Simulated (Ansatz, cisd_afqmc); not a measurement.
Species: Ge, charge 0, triplet.

Total energies in cc-pVQZ, 4 correlated electrons, 14 frozen orbitals. Radicals and triplets start from unrestricted determinants; spin-orbit coupling is neglected. Cores are frozen in correlated methods (noble-gas shells, and filled d and f shells in the p block). No relativity. AFQMC is phaseless with a CISD trial state; ± is one standard error, without the phaseless bias. Outlying blocks are dropped, and bars are widened where a walk drifts. Over all cases where full CI ran beside it in this data, AFQMC minus full CI had a median of +0.1 mEh and passed +0.4 mEh in a tenth of the cases.

| method | program | energy (Eh) | minus CCSDTQ (mEh) |
|---|---|---|---|
| HF | Ansatz | -2075.36359 | 69.80 |
| MP2 | Ansatz | -2075.41710 | 16.28 |
| CCSD | Ansatz | -2075.43072 | 2.66 |
| CCSD(T) | Ansatz | -2075.43284 | 0.55 |
| CCSDT(Q) | Ansatz | -2075.43338 | 0.01 |
| CCSDTQ | Ansatz | -2075.43339 | 0.00 |
| AFQMC/CISD | cisd_afqmc | -2075.4332 ± 0.0001 | 0.2 ± 0.1 |

Ansatz is an electronic-structure program.
